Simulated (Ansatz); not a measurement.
`[NH2][GeH]([OH])[F]` + H₂ → `[NH2][GeH2][F]` + H₂O  (hydrogenolysis of a Ge–O bond)

Isolated molecules relaxed with PBE0-D4/def2-TZVP in Ansatz; ΔE leaves out vibrations. CCSD(T)/CBS is the MP2 limit (def2-TZVPP, def2-QZVPP) plus CCSD(T) − MP2 in def2-TZVPP, frozen cores. This one scheme is used for every species. DFT in def2-TZVPP. For Ge outer-core shells are correlated without core-valence functions, which leaves a few kJ/mol of doubt a bond. Scalar relativity is left out up to krypton. One conformer a species, not always the lowest.

`[NH2][GeH]([OH])[F]`:

Cartesian coordinates in Å:
```
N 1.141 -0.651 0.544
Ge -0.398 0.212 0.200
O -0.039 1.297 -1.137
F -1.670 -0.819 -0.414
H 1.612 -1.047 -0.256
H 1.141 -1.300 1.316
H -0.984 0.874 1.448
H -0.803 1.434 -1.702
```

H₂:

Z-matrix (Å, degrees):
```
H
H 1 0.746
```

`[NH2][GeH2][F]`:

Cartesian coordinates in Å:
```
N 0.073 0.390 -1.085
Ge -0.283 -0.266 0.566
F 1.143 -0.253 1.584
H 0.323 1.367 -1.132
H 0.708 -0.152 -1.652
H -0.678 -1.740 0.450
H -1.285 0.653 1.269
```

H₂O:

Cartesian coordinates in Å:
```
O -0.266 -0.074 0.274
H 0.585 0.354 0.387
H -0.319 -0.280 -0.661
```

```csv
level,ΔE (eV)
B2PLYP,0.28
HF/def2-QZVPP,0.21
```

Q: What does CCSD(T)/CBS give? (Estimate.)

A: The calculation gave: +0.26 eV. The listed levels differ from it by 0.02, -0.05 eV.

Largest T1 diagnostic among the species: 0.012.

The D4 term adds +0.05 eV with B3LYP and +0.03 eV with PBE0; it sums over pairs of atoms, weighted by their polarisabilities, and B3LYP, whose exchange is more repulsive, gets the larger term. In def2-TZVPP, CCSD(T) changes the Hartree–Fock value by +0.08 eV (the triples alone add +0.03 eV) and MP2 by +0.13 eV. From r2SCAN to r2SCAN0 (25 % exact exchange), in def2-TZVPP and without D4, ΔE moves by −0.04 eV.

B3LYP here is the variant with VWN-RPA as its local correlation; programs differ in this.
